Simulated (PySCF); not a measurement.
Name the molecule from its bond curve

A diatomic of charge +1 contains Cs. Its quartet curve at UHF-CCSD in a double-zeta basis (scalar-relativistic core potentials, PySCF), in eV from the separated fragments:

R (Å), E (eV) and a bar:
```
    3.548     -0.094 ##############################
    3.705     -0.130 ##########
    3.824     -0.142 ##
    3.942     -0.146 
    4.060     -0.145 #
    4.218     -0.139 ####
    4.415     -0.126 ###########
    4.652     -0.110 #####################
```

The fit gives ωe = 60.5 cm⁻¹ and the rotational constant Bₑ = 0.04254 cm⁻¹.

Problem. Which atom is the partner?

Solution. The minimum lies at 3.972 Å, so the reduced mass is 16.8576 u Å² cm⁻¹/(Bₑ·Re²) = 25.12 u. With Cs at 132.91 u the partner weighs about 31.0 u: P. The molecule is CsP⁺.

Correlated steps freeze 5 core orbitals. Spin–orbit coupling is left out. The state was picked by a PBE0 search and need not be the measured ground state.
